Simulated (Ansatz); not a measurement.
The same hydrogenolysis along the group B, Al, Ga, In.

Program: Ansatz. Geometries: PBE0-D4/def2-TZVP. ΔE: electronic, gas phase. CCSD(T)/CBS is the MP2 limit (def2-TZVPP, def2-QZVPP) plus CCSD(T) − MP2 in def2-TZVPP, frozen cores. This one scheme is used for every species. Elements past krypton have def2 core potentials. For Br, In outer-core shells are correlated without core-valence functions, which leaves a few kJ/mol of doubt a bond. Scalar relativity is left out up to krypton.

Question: Order these by ΔE at CCSD(T)/CBS, lowest first. (Best estimate.)
A. `[Cl][Al]([Br])[Br]` + H₂ → `[Br][AlH][Br]` + HCl
B. `[Cl][In]([Br])[Br]` + H₂ → `[Br][InH][Br]` + HCl
C. `ClB(Br)Br` + H₂ → `BrBBr` + HCl

Answer: C (+12.5 kcal/mol), B (+20.3 kcal/mol), A (+32.5 kcal/mol).

Largest T1 diagnostic: 0.010, for `[Br][InH][Br]`.
